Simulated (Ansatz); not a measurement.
1-ethyl-3-methylimidazolium mesylate (C₇H₁₄N₂O₃S). Total charge 0; singlet. Geometry PBE-D4/def2-SVP.

Cartesian coordinates in Å:
```
C -0.4329 0.4813 3.2552
C 0.5887 0.0559 2.2080
N 0.0369 -0.8945 1.2292
C 0.4325 -2.2020 1.0240
C -0.1984 -2.6408 -0.1169
N -0.9702 -1.5927 -0.5812
C -1.6713 -1.5116 -1.8608
C -0.7978 -0.5388 0.2367
H 0.0423 1.1837 3.9677
H -0.8299 -0.3809 3.8298
H -1.2824 1.0166 2.7850
H 0.9323 0.9271 1.6019
H 1.4638 -0.4429 2.6681
H 1.1358 -2.7067 1.6921
H -0.1536 -3.6028 -0.6350
H -1.4288 -0.5140 -2.2958
H -2.7639 -1.6201 -1.7141
H -1.3036 -2.3216 -2.5157
H -1.1925 0.4701 0.0599
C 1.5273 2.7046 -2.3778
S 0.6044 1.5268 -1.3599
O -0.7544 1.4065 -2.0205
O 1.3924 0.2464 -1.3744
O 0.5125 2.1658 0.0093
H 0.9722 3.6604 -2.3892
H 2.5284 2.8375 -1.9275
H 1.6101 2.2867 -3.3982
```

B3LYP takes the VWN-RPA correlation.

Question: Estimate the orbital energies around the gap (eV) in Ansatz with PBE-D4/def2-TZVP, B97M-V/def2-TZVP, B3LYP-D4/6-31G, PBE0-D4/def2-SVP, PBE0-D4/def2-TZVP.

Answer: 
| orbital | PBE-D4/def2-TZVP | B97M-V/def2-TZVP | B3LYP-D4/6-31G | PBE0-D4/def2-SVP | PBE0-D4/def2-TZVP |
| --- | --- | --- | --- | --- | --- |
| HOMO−9 | -9.06 | -9.58 | -10.46 | -10.59 | -10.70 |
| HOMO−8 | -8.82 | -9.28 | -9.97 | -10.23 | -10.32 |
| HOMO−7 | -7.73 | -8.08 | -8.65 | -9.01 | -9.03 |
| HOMO−6 | -6.88 | -7.22 | -7.67 | -8.14 | -8.47 |
| HOMO−5 | -6.78 | -7.11 | -7.50 | -8.02 | -8.32 |
| HOMO−4 | -6.69 | -7.06 | -7.41 | -7.94 | -7.99 |
| HOMO−3 | -5.82 | -6.19 | -6.75 | -7.06 | -7.39 |
| HOMO−2 | -5.79 | -6.19 | -6.70 | -7.02 | -7.33 |
| HOMO−1 | -5.74 | -6.13 | -6.60 | -6.93 | -7.19 |
| HOMO | -4.77 | -5.18 | -5.97 | -6.03 | -6.36 |
| LUMO | -1.72 | -1.55 | -0.74 | -0.63 | -0.77 |
| LUMO+1 | -1.15 | -0.89 | 0.08 | 0.06 | -0.13 |
| LUMO+2 | 0.13 | 0.29 | 1.88 | 1.45 | 0.95 |
| LUMO+3 | 0.46 | 0.61 | 2.47 | 1.89 | 1.26 |
| LUMO+4 | 0.67 | 0.84 | 2.62 | 2.22 | 1.51 |
| LUMO+5 | 1.07 | 1.23 | 2.84 | 2.54 | 1.92 |
